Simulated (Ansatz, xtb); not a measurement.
Relative energy of two isomers of C5H11FS

Structure a: `CCSC(C)(C)F`, a singlet. Structure b: `C[C@H](F)C[C@@H](C)S`, a singlet. Both are isolated molecules in the gas phase, relaxed with B3LYP-D3(BJ)/def2-SVP, each in the lowest conformer that the search found.

a (Å):

```yaml
atoms:
  - { symbol: C, position_ang: [-2.6177, -0.3522, 2.3128] }
  - { symbol: C, position_ang: [-2.0010, -1.5190, 1.5493] }
  - { symbol: C, position_ang: [-0.1101, 0.0391, 0.0320] }
  - { symbol: C, position_ang: [-1.0133, -0.1281, -1.1792] }
  - { symbol: C, position_ang: [1.3580, 0.1932, -0.3402] }
  - { symbol: F, position_ang: [-0.5008, 1.2249, 0.6689] }
  - { symbol: S, position_ang: [-0.2065, -1.3615, 1.2201] }
  - { symbol: H, position_ang: [-3.6745, -0.5642, 2.5467] }
  - { symbol: H, position_ang: [-2.0793, -0.1791, 3.2568] }
  - { symbol: H, position_ang: [-2.5670, 0.5771, 1.7298] }
  - { symbol: H, position_ang: [-2.5296, -1.7126, 0.6032] }
  - { symbol: H, position_ang: [-2.0634, -2.4498, 2.1354] }
  - { symbol: H, position_ang: [-0.7597, -1.0459, -1.7276] }
  - { symbol: H, position_ang: [-0.8872, 0.7376, -1.8482] }
  - { symbol: H, position_ang: [-2.0705, -0.1725, -0.8839] }
  - { symbol: H, position_ang: [1.4746, 1.0786, -0.9835] }
  - { symbol: H, position_ang: [1.9656, 0.3355, 0.5650] }
  - { symbol: H, position_ang: [1.7225, -0.6919, -0.8804] }
```

b (Å):

| atom | x (Å) | y (Å) | z (Å) |
| --- | --- | --- | --- |
| C | 0.4068 | 1.2749 | -1.9860 |
| C | 1.2563 | 1.5051 | -0.7515 |
| C | 1.1329 | 0.4244 | 0.3167 |
| C | -0.2654 | 0.1894 | 0.8921 |
| C | -0.2676 | -0.9203 | 1.9407 |
| F | 2.5987 | 1.5451 | -1.1358 |
| S | -1.0502 | 1.7359 | 1.5386 |
| H | 0.6527 | 2.0238 | -2.7533 |
| H | -0.6628 | 1.3714 | -1.7467 |
| H | 0.5886 | 0.2730 | -2.4071 |
| H | 1.0153 | 2.4873 | -0.3126 |
| H | 1.4946 | -0.5236 | -0.1203 |
| H | 1.8293 | 0.6737 | 1.1360 |
| H | -0.9508 | -0.0925 | 0.0761 |
| H | 0.3768 | -0.6528 | 2.7939 |
| H | 0.1191 | -1.8593 | 1.5101 |
| H | -1.2818 | -1.1012 | 2.3241 |
| H | -0.1009 | 1.9994 | 2.4683 |

Q: Estimate E(b) − E(a) at the level CCSD(T)/def2-SVP + ΔMP2/def2-TZVPP.

A: Too close to call at this level: CCSD(T)/def2-SVP + ΔMP2/def2-TZVPP gives E(b) − E(a) = −0.69 kJ/mol.

The same difference at several levels:

| level | geometry | E(b) − E(a) (kJ/mol) | departure from the last row (kJ/mol) | job, with rough time for the two |
| --- | --- | --- | --- | --- |
| B3LYP-D3(BJ)/def2-SVP | B3LYP-D3(BJ)/def2-SVP | −1.01 | −0.32 | optimisation, 91 s |
| HF/def2-SVP | B3LYP-D3(BJ)/def2-SVP | −14.05 | −13.36 | part of the CCSD(T) run |
| MP2/def2-SVP | B3LYP-D3(BJ)/def2-SVP | −5.02 | −4.34 | part of the CCSD(T) run |
| CCSD(T)/def2-SVP | B3LYP-D3(BJ)/def2-SVP | −7.15 | −6.46 | single point |
| CCSD(T)/def2-SVP + ΔMP2/def2-TZVPP | B3LYP-D3(BJ)/def2-SVP | −0.69 |  | single point, 2.4 min |

As drawn, b has 1 C–C, 1 S–H in place of 1 C–S, 1 C–H.

The largest departure from CCSD(T)/def2-SVP + ΔMP2/def2-TZVPP is that of HF/def2-SVP, 13.36 kJ/mol. Levels run at GFN2-xTB geometries aren't shown. The last row adds to CCSD(T) the change of the MP2 difference between the two basis sets, here +6.46 kJ/mol.

With thermal terms from frequencies at re-optimised GFN2-xTB minima (ideal gas, soft modes damped towards free rotors, one conformer each, 298.15 K, 1 atm): on the last row, ΔE + ΔZPE = −3.56, ΔH = −4.33, ΔG = −3.72 kJ/mol.

The correlated steps freeze 11 core orbitals. Mirror images aren't counted in ΔG. Run with Ansatz 0.2.0, xtb 6.7.1; the last row on 4 threads of Arm Neoverse V1 on a shared host.
